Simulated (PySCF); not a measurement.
Q: Give a PBE0-D3(BJ)/def2-SVP geometry of `F/C=C\C(F)=C(F)F`.

A: 
```xyz
10
C4H2F4 angstrom
F      1.5968    0.0938    2.0144
C      1.6403    0.5021    0.7577
C      0.6439    0.3356   -0.1193
C     -0.6308   -0.2974    0.1238
F     -0.9141   -0.7248    1.3527
C     -1.5605   -0.4837   -0.8261
F     -1.4014   -0.1087   -2.0727
F     -2.7155   -1.0544   -0.6208
H      2.5808    0.9971    0.5011
H      0.8139    0.7161   -1.1277
```

Any rigid rotation of these coordinates is as good. Atoms count from 1 in this order. The C–C distances run from 1.338 Å (C2=C3, drawn double) to 1.444 Å (C3–C4, drawn single), a spread of 0.106 Å. Of the pairs four or more bonds apart, F1···F5 is among the closest relative to their van der Waals radii: 2.72 Å, 93 % of the sum of Bondi's values. The 4 C–F bonds span 1.305 Å (C6–F8, drawn single) to 1.332 Å (C4–F5, drawn single), a spread of 0.027 Å.

Bonds between heavy atoms (Å): F1–C2 1.322, C2=C3 1.338, C3–C4 1.444, C4–F5 1.332, C4=C6 1.342, C6–F7 1.311, C6–F8 1.305.

Method: PBE0-D3(BJ)/def2-SVP geometry optimisation, gas phase (PySCF).

Point group: near Cs, missed by 0.12 Å at most; the miss may be what the optimiser left on a soft mode. No frequency check. One conformer, not necessarily the lowest (C2–C3–C4–F5 3°).
